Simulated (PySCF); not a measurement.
F3Sb, triplet (typed; the unrestricted solution is spin-contaminated), geometry from GFN2-xTB (a higher spin typed on purpose: for a closed-shell molecule this is an excited state) (core potentials on Sb); HF/def2-SV(P) (PySCF).

Input for PySCF:
```python
from pyscf import gto, scf

mol = gto.M(
    atom='''
Sb   -0.091853    0.056645    0.055832
F    -1.714909   -1.439001   -0.075634
F     0.778870    2.010737    0.642131
F     1.456537   -0.892723   -0.882878
''',
    basis='def2-sv(p)',
    ecp={'Sb': 'def2-sv(p)'},
    charge=0,
    spin=2,
    verbose=4,
)

mf = scf.UHF(mol)
mf.kernel()
```

Output, abridged:

```
PySCF version 2.14.0

[INPUT] verbose = 4
[INPUT] num. atoms = 4
[INPUT] num. electrons = 50
[INPUT] charge = 0
[INPUT] spin (= nelec alpha-beta = 2S) = 2
[INPUT] symmetry False subgroup None
[INPUT] Mole.unit = angstrom
[INPUT] Symbol           X                Y                Z      unit          X                Y                Z       unit  Magmom
[INPUT]  1 Sb    -0.091853000000   0.056645000000   0.055832000000 AA   -0.173577013720   0.107043536326   0.105507188987 Bohr   0.0
[INPUT]  2 F     -1.714909000000  -1.439001000000  -0.075634000000 AA   -3.240708338552  -2.719317782975  -0.142927545705 Bohr   0.0
[INPUT]  3 F      0.778870000000   2.010737000000   0.642131000000 AA    1.471850986640   3.799742238530   1.213451726093 Bohr   0.0
[INPUT]  4 F      1.456537000000  -0.892723000000  -0.882878000000 AA    2.752456020296  -1.687001975100  -1.668397621404 Bohr   0.0

nuclear repulsion = 188.150735359827
number of shells = 28
number of NR pGTOs = 133
number of NR cGTOs = 68
basis = def2-sv(p)
ecp = {'Sb': 'def2-sv(p)'}

******** <class 'pyscf.scf.uhf.UHF'> ********
method = UHF
initial guess = minao
damping factor = 0
level_shift factor = 0
DIIS = <class 'pyscf.scf.diis.CDIIS'>
diis_start_cycle = 1
diis_space = 8
diis_damp = 0
SCF conv_tol = 1e-09
SCF conv_tol_grad = None
SCF max_cycles = 50
direct_scf = True
direct_scf_tol = 1e-13
number electrons alpha = 26  beta = 24
Set gradient conv threshold to 3.16228e-05
init E= -510.618873374131

cycle= 1 E= -536.850776355426  delta_E= -26.2  |g|= 0.981  |ddm|= 6.46
cycle= 2 E= -537.200398626614  delta_E= -0.35  |g|= 0.293  |ddm|= 1.76
cycle= 3 E= -537.225282547408  delta_E= -0.0249  |g|= 0.0878  |ddm|= 0.279
cycle= 4 E= -537.229853009642  delta_E= -0.00457  |g|= 0.0397  |ddm|= 0.0844
cycle= 5 E= -537.23195496859  delta_E= -0.0021  |g|= 0.0249  |ddm|= 0.057
cycle= 6 E= -537.233736761507  delta_E= -0.00178  |g|= 0.0132  |ddm|= 0.0809
cycle= 7 E= -537.234434353909  delta_E= -0.000698  |g|= 0.00509  |ddm|= 0.071
cycle= 8 E= -537.234523436654  delta_E= -8.91e-05  |g|= 0.00378  |ddm|= 0.02
cycle= 9 E= -537.23457047976  delta_E= -4.7e-05  |g|= 0.00231  |ddm|= 0.0156
cycle= 10 E= -537.234594774833  delta_E= -2.43e-05  |g|= 0.00159  |ddm|= 0.00969
cycle= 11 E= -537.23461103978  delta_E= -1.63e-05  |g|= 0.000821  |ddm|= 0.0104
cycle= 12 E= -537.234615255293  delta_E= -4.22e-06  |g|= 0.00048  |ddm|= 0.00555
cycle= 13 E= -537.23461652012  delta_E= -1.26e-06  |g|= 0.000336  |ddm|= 0.00263
cycle= 14 E= -537.234617300502  delta_E= -7.8e-07  |g|= 0.000236  |ddm|= 0.00222
cycle= 15 E= -537.234617621319  delta_E= -3.21e-07  |g|= 0.000203  |ddm|= 0.0012
cycle= 16 E= -537.234617890615  delta_E= -2.69e-07  |g|= 0.000164  |ddm|= 0.00129
cycle= 17 E= -537.2346181158  delta_E= -2.25e-07  |g|= 0.000142  |ddm|= 0.00119
cycle= 18 E= -537.234618273999  delta_E= -1.58e-07  |g|= 0.000119  |ddm|= 0.00101
cycle= 19 E= -537.234618559621  delta_E= -2.86e-07  |g|= 5.81e-05  |ddm|= 0.00277
cycle= 20 E= -537.234618613993  delta_E= -5.44e-08  |g|= 2.76e-05  |ddm|= 0.00139
cycle= 21 E= -537.234618618683  delta_E= -4.69e-09  |g|= 2.02e-05  |ddm|= 0.000248
cycle= 22 E= -537.234618621265  delta_E= -2.58e-09  |g|= 1.36e-05  |ddm|= 0.000213
cycle= 23 E= -537.234618622047  delta_E= -7.82e-10  |g|= 1.01e-05  |ddm|= 7.39e-05
Extra cycle  E= -537.234618622241  delta_E= -1.94e-10  |g|= 8.26e-06  |ddm|= 1.57e-05
converged SCF energy = -537.234618622241  <S^2> = 2.1716016  2S+1 = 3.1122992
```
